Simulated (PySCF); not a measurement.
H4Si2, charge -1, multiplicity 2. Atoms are numbered in the order given.

```xyz
6

Si     0.1047    -1.3130     0.0000
H     -1.4404    -1.3631     0.0000
Si    -0.0010     1.0416     0.0000
H     -0.6811     1.7218     1.1714
H     -0.6811     1.7218    -1.1714
H      1.3509     1.7189     0.0000
```
Charge -1, spin multiplicity 2.

Geometry: PBE0-D3(BJ)/def2-TZVPD. The multiplicity is an assumed one; other spin states were not compared. The isomer is the one that the SMILES or the coordinates give; other isomers of the formula were not compared.

All values below come from PBE0-D3(BJ)/def2-TZVPD run with PySCF.

Frequencies are harmonic and unscaled.

Computed harmonic wavenumbers and intensities:
```
mode  ν (cm⁻¹)  IR (km/mol)  moving atoms (share of kinetic energy)
----  --------  -----------  --------------------------------------
1          187          0.0                                  H 97 %
2          380         10.3                         H 72 %, Si 28 %
3          401          8.5                         Si 69 %, H 31 %
4          428         12.2                         H 88 %, Si 12 %
5          690         72.0                         H 86 %, Si 14 %
6          898        360.5                          H 91 %, Si 9 %
7          941         40.9                                  H 97 %
8          945         34.5                                  H 98 %
9         1908        326.5                                  H 97 %
10        2032        242.7                                  H 96 %
11        2048        377.3                                  H 97 %
12        2076        318.3                                  H 98 %
```
